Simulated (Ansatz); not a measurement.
`C[N](C)[W]([OH])(=[S])=[S]` + H–F → `[OH][W]([F])(=[S])=[S]` + `CNC` at 500 K and 1 bar (ligand exchange at a W–N bond).

Gas-phase electronic energies from Ansatz, PBE0-D4/def2-TZVP geometries. CCSD(T)/CBS is the MP2 limit (def2-TZVPP, def2-QZVPP) plus CCSD(T) − MP2 in def2-TZVPP, frozen cores. This one scheme is used for every species. def2 core potentials past Kr. For W outer-core shells are correlated without core-valence functions, which leaves a few kJ/mol of doubt a bond. One conformer a species, not always the lowest.

```json
{"species": "`C[N](C)[W]([OH])(=[S])=[S]`", "CCSD(T)/CBS energy (Eh)": "-1072.86505", "H − E (kJ/mol)": "326.2", "S (J/(mol·K))": "537.0"}
{"species": "H–F", "CCSD(T)/CBS energy (Eh)": "-100.39570", "H − E (kJ/mol)": "39.4", "S (J/(mol·K))": "188.7"}
{"species": "`[OH][W]([F])(=[S])=[S]`", "CCSD(T)/CBS energy (Eh)": "-1038.26045", "H − E (kJ/mol)": "92.1", "S (J/(mol·K))": "411.1"}
{"species": "`CNC`", "CCSD(T)/CBS energy (Eh)": "-135.00321", "H − E (kJ/mol)": "273.8", "S (J/(mol·K))": "313.8"}
```

H − E and S are ideal-gas, rigid-rotor, harmonic terms from PBE0-D4/def2-TZVP, for one conformer and one mirror image of each species. 1 Eh = 2625.50 kJ/mol, R = 8.31446 J/(mol·K).

Q: By hand: ΔE, ΔH, ΔS and ΔG.

A: ΔE = (-1038.26045) + (-135.00321) − (-1072.86505) − (-100.39570) = -0.00291 Eh = -7.6 kJ/mol. Δ(H − E) = 92.1 + 273.8 − 326.2 − 39.4 = 0.3, so ΔH = -7.3 kJ/mol. ΔS = 411.1 + 313.8 − 537.0 − 188.7 = -0.8 J/(mol·K). ΔG = -7.3 − 500 × (-0.8)/1000 = -6.9 kJ/mol.

Q: By hand: the equilibrium constant, and the temperature at which ΔG would vanish if ΔH and ΔS stayed fixed.

A: log₁₀ K = −ΔG/(RT ln 10) = 0.7. ΔG = 0 at ΔH/ΔS = 9125 K, far beyond where these terms or the molecules hold.

The number of gas molecules stays the same, so ΔS is small and ΔH decides. A doubt of 5 kJ/mol in ΔE shifts log₁₀ K by 0.5 here. Other conformers and mirror images would add mixing entropy, several J/(mol·K) or more a flexible species. Modes under 60 cm⁻¹, often nearly free rotors, make the harmonic entropy too high. These are equilibria of isolated gas molecules and say nothing of rates. Largest T1 diagnostic: 0.022 (customary marks: 0.02 for closed shells, 0.045 for open ones).
